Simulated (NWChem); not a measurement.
# CH5ClSi; SMILES C[SiH2]Cl

```xyz
8

Si     0.6040     0.4448     0.0000
C     -0.7388     1.7564     0.0000
Cl    -0.2713    -1.4528     0.0000
H      1.4672     0.5520    -1.2248
H      1.4672     0.5520     1.2248
H     -1.3806     1.6614     0.8984
H     -0.2827     2.7681     0.0000
H     -1.3806     1.6614    -0.8984
```
Atoms are numbered in this order, from 1.

Level: PBE-D3(BJ)/def2-SVP (NWChem), optimised geometry, unscaled harmonic frequencies. 

```tsv
frequency (cm⁻¹)	IR intensity (km/mol)
166	0.1
190	2.2
474	8.9
519	48.4
659	13.0
675	3.9
731	48.0
856	39.5
890	216.1
925	112.4
1218	20.1
1376	4.9
1383	2.7
2172	90.7
2179	123.3
2980	0.9
3081	1.5
3091	0.7
```

```json
{
  "zero_point_energy": "33.7 kcal/mol",
  "thermal correction to the enthalpy at 298.15 K (with zero-point energy)": "37.4 kcal/mol",
  "heat capacity Cv": "16.7 cal/(mol K)",
  "entropy at 298.15 K and 1 atm (symmetry number 1)": "71.5 cal/(mol K)",
  "dipole_moment": "1.83 D"
}
```

Rigid rotor and harmonic oscillator.
